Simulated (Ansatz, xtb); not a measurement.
# SnO (tin(ii) oxide): methods side by side

SnO: 2 atoms, total charge 0, spin state singlet. SMILES: `[O]=[Sn]`. Geometry: a GFN2-xTB relaxation, a rough one for these elements and not checked as a minimum.

```xyz
2

O     0.0000    0.0000    0.0000
Sn    0.0000    0.0000    1.8036
```

Each level gives the vertical electron affinity (to the doublet anion) (eV). The values are calculated.

The electron affinity is E(neutral) − E(anion): positive where the electron is bound.

```
        level            kind  program  value (eV)  CPU time (all runs)
     GFN1-xTB  semi-empirical      xtb        3.53            under 2 s
    HF/STO-3G    Hartree–Fock   Ansatz       -4.41                2.5 s
 SVWN5/STO-3G             LDA   Ansatz       -5.35                2.9 s
  BLYP/STO-3G             GGA   Ansatz       -5.65                4.8 s
   PBE/STO-3G             GGA   Ansatz       -5.44                4.9 s
revPBE/STO-3G             GGA   Ansatz       -5.49                  5 s
r2SCAN/STO-3G        meta-GGA   Ansatz       -5.36                 15 s
 B3LYP/STO-3G   global hybrid   Ansatz       -5.31                5.6 s
 BHLYP/STO-3G   global hybrid   Ansatz       -5.23                7.4 s
  PBE0/STO-3G   global hybrid   Ansatz       -5.24                4.4 s
```

All-electron rows without a relativistic Hamiltonian named are non-relativistic. Spin-orbit coupling, which can split open shells on such heavy atoms by tenths of an eV, is left out. The values span -5.65 to 3.53 eV. The xTB values lack the empirical shift that such differences need. Spin contamination of the reference (⟨S²⟩ at least 0.1 too high) touches HF/STO-3G, BHLYP/STO-3G. All rows use very small basis sets, so even the best lies far from the true value. Negative values mean that the anion is unbound at that level; they are set by how diffuse the basis is and aren't properties of the molecule. CPU times are rough (shared hosts, several kinds of processor): they show what a rung costs within a factor of a few.
